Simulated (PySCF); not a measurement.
Magnetisability: `CC(=S)[c+]1scns1`, [C4H4NS3]+, charge +1

Geometry (Å), atoms numbered from 1 in this order:
```xyz
12

C    -1.9586    0.7995    0.1635
C    -1.1907   -0.4614    0.0371
S    -1.8887   -1.9434   -0.1359
C     0.2393   -0.4258    0.0632
S     1.1895    0.9907    0.2344
C     2.6756    0.0904    0.1563
N     2.6067   -1.1718    0.0151
S     1.1667   -1.8742   -0.0838
H    -1.7246    1.3025    1.1030
H    -3.0252    0.5952    0.1303
H    -1.7062    1.4884   -0.6442
H     3.6173    0.6094    0.2290
```

Total charge +1.

Computed with PySCF 2.14.0, GIAO B3LYP/pcSseg-1 magnetisability, rotational g tensor and spin-rotation constants, non-relativistic, gas phase. Geometry: GFN2-xTB.

For an ion the centre-of-mass motion in the field is neglected.

Problem. What are the magnetisability and the molar susceptibility?

Solution. Isotropic -1062 × 10⁻³⁰ J/T², or -63.9 × 10⁻⁶ cm³/mol; principal values -1791, -1003, -390 × 10⁻³⁰ J/T², anisotropy 1216 × 10⁻³⁰ J/T² (root of half the summed squared differences of the principal values). The susceptibility is in cgs units.

Problem. Split it along the inertial axes a, b, c into diamagnetic and paramagnetic parts about the centre of mass, with the quadrupole moment.

Solution. 
| axis | χ (10⁻⁶ cm³/mol) | diamagnetic (10⁻⁶ cm³/mol) | paramagnetic (10⁻⁶ cm³/mol) | summed x² of all electrons (Å²) | quadrupole Θ (D Å) |
| --- | --- | --- | --- | --- | --- |
| a | -41.7 | -622.2 | 580.5 | 260.9 | +12.55 |
| b | -42.2 | -1170.2 | 1128.0 | 131.7 | +1.31 |
| c | -107.9 | -1665.8 | 1557.9 | 14.9 | -13.85 |

Anisotropies 2χaa − χbb − χcc = +66.6 and 2χbb − χaa − χcc = +65.2 × 10⁻⁶ cm³/mol. Θ is traceless in Buckingham's convention.

Problem. And the rotational g tensor?

Solution. 
| axis | rotational constant (GHz) | g | nuclear part | electronic part |
| --- | --- | --- | --- | --- |
| a | 2.2325 | -0.0660 | 0.5429 | -0.6089 |
| b | 1.0561 | -0.0277 | 0.5319 | -0.5596 |
| c | 0.7201 | +0.0063 | 0.5334 | -0.5270 |

Asymmetric top; isotopes 12C, 1H, 14N, 32S; no vibrational averaging.
